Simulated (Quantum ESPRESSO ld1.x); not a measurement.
Task: The mean radii <r> (bohr) of the occupied orbitals of an atom or ion are listed with their occupations. All-electron calculation, non-relativistic Kohn-Sham, LDA (Slater exchange, Perdew-Wang correlation), spin-polarised, spherical densities, point nucleus. Program: ld1.x of Quantum ESPRESSO 7.5.

| orbital | occ. | <r> |
|---|---|---|
| 1s up | 1 | 0.08642 |
| 1s down | 1 | 0.08641 |
| 2s up | 1 | 0.4179 |
| 2s down | 1 | 0.4177 |
| 2p up | 3 | 0.3780 |
| 2p down | 3 | 0.3779 |
| 3s up | 1 | 1.373 |
| 3s down | 1 | 1.379 |
| 3p up | 3 | 1.547 |
| 3p down | 2 | 1.562 |

Name the element and its charge. Open shells, if any, are filled with parallel spins first.

Result: Z = 18, argon, charge +1: Ar+ in [Ne] 3s2 3p5. The 1s radius gives Z: for a bare nucleus <r> = 1.5/Z, 0.08333 bohr for Z = 18, and screening makes it slightly larger (0.08642 here). The occupations add up to 17, and the charge is Z minus that.
